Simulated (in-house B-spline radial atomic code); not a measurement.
The boron ion B³⁺ is squeezed into an impenetrable sphere of radius R (the orbitals vanish at R). No spin polarisation. Method: non-relativistic B3LYP, spherical fractional occupations, point nucleus. Calculated with a B-spline radial code for spherical atoms.

Energies in eV above the free ion in 1s2:

| R (bohr) | highest level (eV) | 1s2 | -dE/dV in 1s2 (GPa) |
| --- | --- | --- | --- |
| 8.05 | -238 | 0 | 1.06e-09 |
| 6.08 | -238 | 0 | 5.57e-09 |
| 4.81 | -238 | 0 | 1.71e-08 |
| 4.23 | -238 | 0 | 4.47e-08 |
| 3.85 | -238 | 0 | 8.44e-08 |
| 3.28 | -238 | 0 | 2.14e-05 |
| 2.76 | -238 | 1.965e-05 | 0.00176 |
| 2.09 | -238 | 0.003443 | 0.513 |
| 1.78 | -238 | 0.03503 | 7.04 |
| 1.59 | -237 | 0.141 | 34.8 |
